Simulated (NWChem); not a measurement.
System: CH₄NO cation; SMILES [OH+]=CN

```xyz
7

N      0.1804    -1.1064     0.0000
C     -0.4263     0.0395     0.0000
O      0.1193     1.1927     0.0000
H      1.1960    -1.2101     0.0000
H     -0.3668    -1.9672     0.0000
H     -1.5240     0.0589     0.0000
H      1.0933     1.2186     0.0000
```
Atoms are numbered in this order, from 1.

Program: NWChem. Geometry optimised at PBE0/def2-SVP; all other runs use it. Pople sets run with spherical d functions.

| quantity | level | value |
|---|---|---|
| solvation free energy (kcal/mol) in N,N-dimethylformamide | M05-2X/def2-SVP, SMD | -71.0 |
| highest occupied level (eV) | BLYP/def2-TZVP | -14.46 |
| charge (e), Mulliken N1 | Hartree-Fock/6-31G* | -0.83 |
| isotropic polarisability (bohr³) at 589 nm | B3LYP/def2-TZVPD | [?] |
| highest harmonic frequency (cm⁻¹) | PBE0/def2-SVP | [?] |

What belongs in the gaps?


- isotropic polarisability (bohr³) at 589 nm, value: 23.2
- highest harmonic frequency (cm⁻¹), value: 3751
